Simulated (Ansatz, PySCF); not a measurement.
Sn(H)(F)(Me)2 (C₂H₇FSn), SMILES [SnH]([F])([CH3])[CH3]. Atoms are numbered in the order given.

```xyz
11

Sn    -0.0325     0.1148    -0.2194
C      1.7684    -1.0451     0.0354
C     -1.7693    -0.7456     0.7276
F      0.2996     1.7843     0.7558
H     -0.3070     0.6235    -1.8445
H      1.7021    -1.9765    -0.5465
H      2.6357    -0.4643    -0.3086
H      1.8939    -1.2910     1.0995
H     -2.5941    -0.0193     0.7196
H     -2.0807    -1.6534     0.1895
H     -1.5243    -1.0067     1.7669
```

Coordinates come from a B3LYP-D3(BJ)/def2-SVP optimisation. The def2 effective core potentials stand for the cores of Sn; spin–orbit coupling is left out.

Two levels are set side by side: PBE-D3(BJ)/def2-SVP (Ansatz, an electronic-structure program) and B3LYP-D3(BJ)/def2-SVP (Ansatz). Each level has its own optimised geometry; the coordinates shown are those of the second. Frequencies come from the Hessian of PySCF at each geometry. Differences are taken from unrounded values.

```
quantity                            B3LYP-D3(BJ)  PBE-D3(BJ)  PBE-D3(BJ) minus B3LYP-D3(BJ)
----------------------------------  ------------  ----------  -----------------------------
mean bond length (Å)                       1.460       1.467                          0.007
bond Sn1–C2 (Å)                            2.157       2.161                          0.003
bond Sn1–C3 (Å)                            2.157       2.161                          0.003
bond Sn1–F4 (Å)                            1.962       1.974                          0.012
bond Sn1–H5 (Å)                            1.725       1.736                          0.011
bond C2–H6 (Å)                             1.100       1.108                          0.007
bond C2–H7 (Å)                             1.099       1.106                          0.007
bond C2–H8 (Å)                             1.099       1.107                          0.007
bond C3–H9 (Å)                             1.099       1.106                          0.007
bond C3–H10 (Å)                            1.100       1.108                          0.007
bond C3–H11 (Å)                            1.099       1.107                          0.007
highest harmonic wavenumber (cm⁻¹)          3161        3113                            -48
mean harmonic wavenumber (cm⁻¹)             1299        1266                            -33
zero-point energy (kcal/mol)               50.12       48.86                          -1.26
```

Exact exchange shortens and stiffens bonds; PBE has none. Differences between two approximate levels are no errors against the true value.
